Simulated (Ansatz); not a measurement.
Species: F₃In, SMILES `[F][In]([F])[F]` (charge 0, multiplicity 1).

Q: Give a relaxed geometry from B3LYP-D3(BJ)/def2-TZVP (Ansatz, a quantum-chemistry and plane-wave program).

A: the end point of this relaxation (outside a Z-matrix the atoms follow the SMILES, hydrogens last).
Cartesian coordinates (Å) in one orientation:
```xyz
4

F     -1.493    -1.226    -0.009
In     0.000     0.000     0.000
F     -0.314     1.906     0.003
F      1.808    -0.679     0.006
```
